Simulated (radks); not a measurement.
The numbers below are computed, except where a source is named.
Numerical settings for neutral terbium, [Xe] 4f9 6s2. Code: a radial shooting solver on a logarithmic mesh with Libxc functionals. Model: Dirac Kohn-Sham, PBE, spin-unpolarised, spherical densities, point nucleus; open shells fill j = l - 1/2 first. The defaults (mesh step 0.008 in ln r, mesh end at 40 bohr or more with all orbitals vanishing there, Anderson mixing 0.5 over 9 steps, residual threshold near 1e-9 with the energy settled to 1e-9 hartree or 1e-11 of itself, here a cap of 77 iterations) give E = -11718.9325 hartree and 4f7/2 at -2.546 eV in 17 iterations. Run on one thread of a shared host, so times are rough (Arm Neoverse N1): 0.27 s of CPU time, 0.27 s wall, 17 iterations on 2728 mesh points. Changes against that run (0 stands for a change within the tolerance of the run):

setting,iterations,converged,E (mhartree),e(4f7/2) (meV),CPU (s)
mesh step in ln r 0.02,17,yes,0,0,0.12
mesh step in ln r 0.003,17,yes,0,0,0.67
mesh step in ln r 0.2,4,no,diverged,-,0.01
mesh end (bohr) 400,17,yes,0,0,0.27
mesh end (bohr) 5,15,level above zero,+303,+4.19e+03,0.18
residual threshold 0.01,10,yes,0,-1.33,0.19
residual threshold 0.001,10,yes,0,-1.33,0.19
mixing 0.01,39,no,diverged,-,0.89
"linear mixing, mixing 0.05",77,no,+0.0332,-34.9,0.93
"linear mixing, mixing 1",77,no,+1.76e+05,-1.01e+06,3.9
mixing history 2,25,yes,0,0,0.33
iteration cap 2,2,no,+231,-9.68e+03,0.05

Settled on a wrong energy, with an occupied level pushed above zero by the early mesh end: mesh end (bohr) 5 (+0.303 hartree). Apart from these: no run marked as converged misses the energy by more than 1 mhartree. A mesh that ends early acts as a hard wall.
